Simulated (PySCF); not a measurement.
PySCF 2.14 output of an unrestricted LDA calculation on a single atom or ion in aug-cc-pwCVTZ-PP with ECP60MDF (8s8p7d4f3g, 122 functions), with a scalar-relativistic core potential:

```
SCF conv_tol = 1e-09
number electrons alpha = 10  beta = 5
    P. A. M. Dirac.,  Math. Proc. Cambridge Philos. Soc. 26, 376 (1930)
    F. Bloch.,  Z. Phys. 57, 545 (1929)
    S. H. Vosko, L. Wilk, and M. Nusair.,  Can. J. Phys. 58, 1200 (1980)
cycle= 1 E= -102.870737424103  delta_E= -0.0102  |g|= 0.0459  |ddm|= 0.282
cycle= 2 E= -102.871088274874  delta_E= -0.000351  |g|= 0.031  |ddm|= 0.0646
cycle= 3 E= -102.871359226822  delta_E= -0.000271  |g|= 0.00176  |ddm|= 0.0192
cycle= 4 E= -102.871359975116  delta_E= -7.48e-07  |g|= 0.000117  |ddm|= 0.00172
cycle= 5 E= -102.871359979222  delta_E= -4.11e-09  |g|= 1.49e-05  |ddm|= 0.000145
cycle= 6 E= -102.871359979305  delta_E= -8.33e-11  |g|= 3.98e-07  |ddm|= 1.99e-05
converged SCF energy = -102.871359979305  <S^2> = 8.7505065  2S+1 = 6.0001688
```

The run itself started from symmetry-adapted Hartree-Fock orbitals and held the occupation by maximum overlap, on a logarithmic radial grid, so the iterations belong to that start.

Q: Which element, charge and spin multiplicity is this?

A: Ir²⁺ (iridium, charge +2), multiplicity 6; the state was [Xe] 4f14 5d6 6p1, one real determinant (an excited configuration).

⟨L²⟩ = 8.01 against 12 for a pure F term, so this real determinant mixes terms. Energies and moments cover only the electrons outside the core potential. Spin-orbit coupling, absent here, splits the open shell strongly.
